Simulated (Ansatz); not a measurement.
`[F][Nb]([F])(=[S])[Cl]` + CH₄ → `[CH3][Nb]([F])([F])=[S]` + HCl at 298.15 K and 1 bar (formal exchange of groups at the Nb–Cl bond).

Program: Ansatz. Geometries: PBE0-D4/def2-TZVP. ΔE: electronic, gas phase. CCSD(T)/CBS adds triple-zeta CCSD(T) − MP2 to the extrapolated MP2 energy (def2 sets, frozen cores). This one scheme is used for every species. def2 core potentials past Kr. For Nb outer-core shells are correlated without core-valence functions, which leaves a few kJ/mol of doubt a bond.

```
                  species  CCSD(T)/CBS energy (Eh)  H − E (kJ/mol)  S (J/(mol·K))
 `[F][Nb]([F])(=[S])[Cl]`              -1114.29003            39.5          353.2
                      CH₄                -40.46206           127.4          186.2
`[CH3][Nb]([F])([F])=[S]`               -694.30863           129.7          363.6
                      HCl               -460.38127            26.6          186.8
```

H − E and S are ideal-gas, rigid-rotor, harmonic terms from PBE0-D4/def2-TZVP. 1 Eh = 2625.50 kJ/mol, R = 8.31446 J/(mol·K).

By hand: ΔE, ΔH, ΔS and ΔG.

ΔE = (-694.30863) + (-460.38127) − (-1114.29003) − (-40.46206) = 0.06219 Eh = 163.3 kJ/mol. Δ(H − E) = 129.7 + 26.6 − 39.5 − 127.4 = -10.6, so ΔH = 152.7 kJ/mol. ΔS = 363.6 + 186.8 − 353.2 − 186.2 = 11.0 J/(mol·K). ΔG = 152.7 − 298.15 × (11.0)/1000 = 149.4 kJ/mol.

By hand: the equilibrium constant, and the temperature at which ΔG would vanish if ΔH and ΔS stayed fixed.

log₁₀ K = −ΔG/(RT ln 10) = -26.2. ΔG = 0 at ΔH/ΔS = 13882 K, far beyond where these terms or the molecules hold.

The number of gas molecules stays the same, so ΔS is small and ΔH decides. A doubt of 5 kJ/mol in ΔE shifts log₁₀ K by 0.9 here. These are equilibria of isolated gas molecules and say nothing of rates. Largest T1 diagnostic: 0.023 (customary marks: 0.02 for closed shells, 0.045 for open ones).
